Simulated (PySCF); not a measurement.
Compound: BFH₄N₂.
Z-matrix (Å and degrees, PBE0-D3(BJ)/def2-SVP geometry), rows numbered from 1:
```
N 
B   1  1.4122
N   2  1.4122  1  124.71
F   2  1.3503  1  117.66  3   180.00
H   1  1.0092  2  121.17  3  -179.69
H   1  1.0081  2  124.39  3     0.35
H   3  1.0081  2  124.43  1    -0.17
H   3  1.0092  2  121.11  1   179.80
```

Computed at PBE0/pcSseg-1 (PySCF, non-relativistic), with Q(14N) = 0.02044 b, Q(11B) = 0.04059 b: N1, 14N (I = 1): χzz = -4.433 MHz, η = 0.385; B2, 11B (I = 3/2): χzz = 2.462 MHz, η = 0.813.

Question: Where would the pure quadrupole (NQR) lines of 14N at N1 fall for the rigid, isolated species?

Answer: From ν± = (3/4)|χ|(1 ± η/3) and ν0 = |χ|η/2: ν+ 3.751 MHz, ν− 2.899 MHz, ν0 0.853 MHz (boron-bound nitrogen).

Question: Find the zero-field quadrupole resonance frequencies of 11B at B2.

Answer: From ν = (|χ|/2)√(1 + η²/3): ν = 1.360 MHz (three-coordinate boron).

In a crystal, neighbours and librations shift these lines. The small basis limits the accuracy of the gradients.
